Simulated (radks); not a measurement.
The numbers below are computed, except where a source is named.
Ionisation of Co+, [Ar] 3d8, to Co2+, [Ar] 3d7, under several functionals. Non-relativistic Kohn-Sham, spin-polarised, spherical densities, point nucleus; open shells are filled with parallel spins first; a radial shooting solver on a logarithmic mesh with Libxc functionals. Known Delta-SCF values: OLYP 17.894 eV; exchange-only LDA 16.845 eV. What does exchange-only PBE give, and what is its highest occupied eigenvalue?

Answer. 17.051 eV by Delta-SCF; the 3d eigenvalue is -10.418 eV. NIST: 17.084 eV (measured).
